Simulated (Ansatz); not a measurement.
Li2Al3⁻. Charge -1, multiplicity 1. Geometry PBE-D4/def2-TZVPD; atoms count from 1.

```xyz
5

Li   -0.8204   -0.8626    0.5216
Li    1.5575   -0.4361    2.7161
Al   -0.0021    0.9374   -1.6893
Al    1.3690    0.7457    0.3694
Al   -2.1040   -0.3843   -1.9179
```

The restricted singlet is unstable towards broken spin symmetry in Hartree–Fock (as tested in another run); at PBE0-D4/def2-TZVPD this wasn't settled. Another isomer (triplet) lies 0.86 eV lower at PBE0-D4/def2-TZVPD; other spin states weren't run for this one.

(1) Estimate the Mulliken populations from the PBE0/def2-TZVPD orbitals of Ansatz.

(2) And the Mayer bond orders between bonded heavy atoms (over 0.3)?

Results:

(1) 
```
atom  charge (e)
 Li1        0.06
 Li2       -0.02
 Al3       -0.14
 Al4       -0.49
 Al5       -0.40
```
Mulliken values and Mayer orders depend strongly on the basis. With diffuse functions, as here, like atoms can get unlike values, and bond orders can come out too low or too high.

(2) Li1–Al3 0.35 (2.97 Å); Li1–Al4 0.47 (2.72 Å); Li1–Al5 0.48 (2.80 Å); Li2–Al4 0.82 (2.63 Å); Al3–Al4 1.15 (2.48 Å); Al3–Al5 1.17 (2.49 Å). Values over 0.3 also appear between atoms too far apart for a bond (Al4–Al5 0.59 at 4.31 Å); they arise where an orbital or an unpaired electron spreads over both atoms.
